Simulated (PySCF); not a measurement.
Species: Te(GeH3)2.
Bonds: Te1–Ge2, Te1–Ge6. Hydrogens: H3, H4, H5 on Ge2; H7, H8, H9 on Ge6.

Computed by this run: PBE0-D3(BJ)/def2-SVP geometry optimisation, gas phase, def2 core potentials past Kr in PySCF; density fitting, grid level 1; the optimiser is geomeTRIC in internal coordinates, started from a GFN2-xTB structure with every atom displaced at random (about 0.03 Å).

Step 0: E = -120399.8826 eV
```
atom  x, y, z in Å  |  force x, y, z in eV/Å
Te1     0.0634   -0.0487   -1.7729   -0.980   0.035  -1.007
Ge2     1.8088   -0.0316   -0.0611    2.183   0.096  -0.134
H3      1.7280    1.1068    0.9049   -0.218   0.739   0.473
H4      3.2494    0.0749   -0.7570   -0.911  -0.018   0.200
H5      1.8605   -1.2881    0.7437   -0.131  -0.829   0.449
Ge6    -1.8373    0.0366   -0.0669    1.016  -0.600   0.852
H7     -3.1126   -0.1597   -0.7497   -1.288  -0.177  -0.944
H8     -1.8956    1.3050    0.7229    0.127   0.876   0.254
H9     -1.7319   -1.0647    1.0105    0.202  -0.122  -0.143
```

**Question.** Estimate the geometry and energy of step 1. (The exact step hangs on the optimiser's Hessian estimate; all steps are aligned on step 0, rigid shifts and turns removed.)

**Answer.** E = -120400.1547 eV, largest force 0.340 eV/Å
```
atom  x, y, z in Å  |  force x, y, z in eV/Å
Te1    -0.0042   -0.0504   -1.8156    0.219   0.011   0.074
Ge2     1.8582   -0.0356   -0.0322    0.023  -0.046   0.219
H3      1.7417    1.1646    0.9390   -0.131  -0.084  -0.115
H4      3.1990    0.0796   -0.7636    0.058   0.025  -0.168
H5      1.8883   -1.3446    0.7959   -0.140   0.109  -0.097
Ge6    -1.8482    0.0245   -0.0546   -0.226  -0.002   0.254
H7     -3.1954   -0.1622   -0.7922    0.161   0.053   0.047
H8     -1.8377    1.3646    0.7201    0.008  -0.072  -0.132
H9     -1.6689   -1.1100    0.9776    0.029   0.005  -0.082
```

The energy changes by -0.2721 eV. The first-order estimate −F·Δx gives -0.6152 eV and the mean of the old and new forces, exact on a quadratic surface, -0.2843 eV. The step makes an angle of 43° with the force vector and moves no atom by more than 0.093 Å.

The cost below is that of the whole optimisation. Hardware: one thread, Arm Neoverse V2 (aarch64), on a shared host. Cost: 35 s wall, 0.48 GiB resident at most.
